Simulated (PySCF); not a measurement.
Cl2FGeHO, SMILES [Cl][Ge]([OH])([Cl])[F]. Geometry optimised at PBE-D3(BJ)/def2-SVP. This is a generated structure with no PubChem entry under its InChIKey; it may be hypothetical. The values are those of a single conformer.

Computed equilibrium geometry at PBE-D3(BJ)/def2-SVP (PySCF confirms it by a frequency run) as Cartesian coordinates in Å (one conformer of several):
```xyz
6

O     -1.6168    -0.9045    -0.5802
Ge    -0.1903    -0.1339     0.1205
F     -0.1850    -0.3600     1.8482
Cl     1.5260    -1.0974    -0.6977
Cl    -0.1666     1.9887    -0.2127
H     -2.4217    -0.3902    -0.3713
```
